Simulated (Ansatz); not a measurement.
`C[S][Ag-][P+](F)(F)F` at its PBE0-D4/def2-TZVP geometry, where that method's forces vanish. The species carries charge 0 and has multiplicity 1. Ag takes the def2 core potential.

```xyz
10

C     1.2896    0.3381    2.3686
S     1.4023   -1.1219    1.2859
Ag    0.0356   -0.6379   -0.5015
P    -1.3171   -0.2232   -2.3168
F    -2.3973   -1.2675   -2.6954
F    -0.6669   -0.0240   -3.7094
F    -2.1959    1.0514   -2.2602
H     0.2729    0.5006    2.7252
H     1.9288    0.1450    3.2314
H     1.6479    1.2395    1.8721
```

**Question.** What forces (eV/Å) does B3LYP-D4/def2-TZVPP give on these atoms in the Gaussian-basis code of Ansatz? (Best estimate.)

**Answer.** Ansatz gave: 
```
C1  -0.008  0.260  0.214
S2   0.143 -0.284 -0.016
Ag3  0.005  0.001  0.007
P4   0.161 -0.055  0.210
F5  -0.260 -0.264 -0.086
F6   0.170  0.045 -0.337
F7  -0.207  0.314  0.028
H8   0.064  0.006 -0.018
H9  -0.037  0.021 -0.041
H10 -0.030 -0.044  0.039
```

B3LYP here is the variant with VWN-RPA as its local correlation; programs differ in this.
